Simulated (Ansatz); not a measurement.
`N=C(O)[SiH2][SiH3]` + `[OH][Sc]([OH])[OH]` → `[OH][Sc]([OH])[O][SiH3]` + `N=C(O)[SiH3]`  (cleavage of the Si–Si bond)

Calculated with Ansatz (gas phase, PBE0-D4/def2-TZVP geometries, no zero-point term in ΔE). CCSD(T)/CBS is the MP2 limit (def2-TZVPP, def2-QZVPP) plus CCSD(T) − MP2 in def2-TZVPP, frozen cores. For Sc outer-core shells are correlated without core-valence functions, which leaves a few kJ/mol of doubt a bond. Scalar relativity is left out up to krypton. Each species was taken in one conformer, which may not be the lowest.

```csv
level,ΔE (eV)
SCS-MP2/def2-TZVPP,-1.28
HF/def2-QZVPP,-1.49
```

Question: What does CCSD(T)/CBS give? (Estimate.)

Answer: Computed: -1.16 eV. The listed levels differ from it by -0.12, -0.33 eV.

Largest T1 diagnostic among the species: 0.016.

In def2-TZVPP, CCSD(T) changes the Hartree–Fock value by +0.29 eV (the triples alone add +0.04 eV) and MP2 by +0.23 eV. The D4 term adds +0.04 eV with B3LYP and +0.02 eV with PBE0; it sums over pairs of atoms, weighted by their polarisabilities, and B3LYP, whose exchange is more repulsive, gets the larger term.

B3LYP here is the variant with VWN-RPA as its local correlation; programs differ in this.
